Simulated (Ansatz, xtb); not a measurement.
Stretching the C3–H4 bond in CH5BSe (SMILES CB[SeH]) (multiplicity 1 held, fragments rigid). Energies count from the point at 1.096 Å.
Geometry at that point (charge 0, multiplicity 1):
```csv
atom,x (Å),y (Å),z (Å)
B,-0.1528,-0.5534,1.0626
H,-1.1320,-0.5894,1.7355
C,1.1691,-1.2645,1.4816
H,0.9786,-2.3331,1.6320
H,1.4936,-0.8885,2.4585
H,2.0000,-1.1608,0.7826
Se,-0.2340,0.4253,-0.5976
H,-1.6347,0.8649,-0.4932
```

R- and RO- levels are restricted; in cc, def2 and unpolarised 6-31G sets they are followed outwards from rest. Unrestricted levels (U-) break spin symmetry where that is lower. Curves can end on different states.

Frozen-core correlation. Filled d and f shells under p-block atoms count as core.

Codes used: Ansatz (a quantum-chemistry and plane-wave program); xtb for the GFN methods. Values without a source in brackets are computed. The GFN methods have no spin term and hold the electronic entropy of 300 K.

Question: One of these levels gives 765.9 kJ/mol for the energy at R = 3.507 Å. Which?
A. U-HF/cc-pVDZ
B. R-MP2/cc-pVDZ
C. R-HF/cc-pVDZ
D. GFN2-xTB

Answer: C, R-HF/cc-pVDZ. The others give 518.4 (GFN2-xTB), 359.0 (U-HF/cc-pVDZ), 591.1 (R-MP2/cc-pVDZ)

Doubts at one or more of the structures used: a restricted determinant that unrestricted orbitals would lower (R-HF/cc-pVDZ, R-MP2/cc-pVDZ); a spin-contaminated determinant (U-HF/cc-pVDZ).
